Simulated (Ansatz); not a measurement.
## Appearance energy of a fragment ion: CH4OZn → ZnH+ + CH3O + e⁻

Species: CH4OZn `C[O][ZnH]`, singlet; ZnH+, singlet; CH3O `C[O]`, doublet. 

Shapes, held fixed at every level: PBE0-D4/def2-TZVP. Programs: Ansatz 0.2.0. Electronic energies: no zero-point or thermal term.

Question: Estimate ΔE of this reaction.

Answer: wB97X-V/def2-TZVPP gives ΔE = +11.61 eV; the levels span +9.57 to +11.61. The median of the levels is +11.51. No measured value is set beside it here. Open shells run unrestricted unless RO is named. Relativity is left out for Zn unless named. The onset seen in experiment also holds zero-point changes and kinetic shifts. Times are processor times on shared x86 and Arm servers, and rough.

```
              level                    kind  ΔE (eV)  CPU time (sum over the molecules)
        HF/def2-SVP            Hartree–Fock    +9.57                                  –
      HF/def2-TZVPP            Hartree–Fock    +9.59                                  –
  PBE-D4/def2-TZVPP                     GGA   +11.60                               12 s
B3LYP-D4/def2-TZVPP           global hybrid   +11.58                               17 s
BHLYP-D4/def2-TZVPP           global hybrid   +11.26                               16 s
 PBE0-D4/def2-TZVPP           global hybrid   +11.47                               15 s
 wB97M-V/def2-TZVPP  range-separated hybrid   +11.54                               49 s
 wB97X-V/def2-TZVPP  range-separated hybrid   +11.61                               38 s
```
